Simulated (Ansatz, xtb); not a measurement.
# AgH2PS: which of two conformers lies lower

Structure X is `S[PH][Ag]`, a singlet and structure Y is `S[PH][Ag]`, a singlet. Both are isolated molecules in the gas phase, relaxed with r2SCAN-D4/def2-SVP.

X (Å):

```xyz
5

Ag   -0.5864    0.1190   -1.5460
P    -0.3874    0.4305    0.7899
S     1.7314    0.3160    1.1722
H     2.0179   -0.8974    0.6454
H    -0.7139   -0.9187    1.1488
```

Y (Å):

```xyz
5

Ag    2.1893   -1.2975   -0.1302
P     0.6785    0.3303    0.6998
S    -1.2595   -0.4485    0.1394
H    -1.5966   -0.7860    1.4048
H     0.7671    1.1487   -0.4720
```

Task: Estimate which is lower in electronic energy at CCSD(T)/def2-TZVP, and by roughly how much.

Result: Too close to call at this level: CCSD(T)/def2-TZVP gives E(Y) − E(X) = −0.75 kcal/mol.

How the difference moves with the method:

| level | geometry | E(Y) − E(X) (kcal/mol) | departure from the last row (kcal/mol) | job, with rough time for the two |
| --- | --- | --- | --- | --- |
| r2SCAN-D4/def2-SVP | r2SCAN-D4/def2-SVP | −1.64 | −0.89 | optimisation, 55 s |
| HF/def2-TZVP | r2SCAN-D4/def2-SVP | −0.08 | +0.66 | part of the CCSD(T) run |
| MP2/def2-TZVP | r2SCAN-D4/def2-SVP | −0.72 | +0.03 | part of the CCSD(T) run |
| CCSD(T)/def2-TZVP | r2SCAN-D4/def2-SVP | −0.75 |  | single point, 92 s |

The largest departure from CCSD(T)/def2-TZVP is that of r2SCAN-D4/def2-SVP, 0.89 kcal/mol. Levels run at GFN2-xTB geometries aren't shown.

With harmonic frequencies from r2SCAN-D4/def2-SVP (ideal gas, rigid rotor, one conformer each, 400 K, 1 atm): the zero-point term adds +0.04 kcal/mol; ΔH is −0.63 and ΔG −0.92 kcal/mol.

The T1 diagnostic of structures X and Y is large, so the coupled-cluster value is less sure. The correlated steps freeze 10 core orbitals; the last core shell of Ag is correlated, in a basis made for valence electrons. Atoms past krypton carry core potentials in the def2 sets and no spin–orbit term is included. Run with Ansatz 0.2.0; the last row on 1 thread of Arm Neoverse V1 on a shared host.
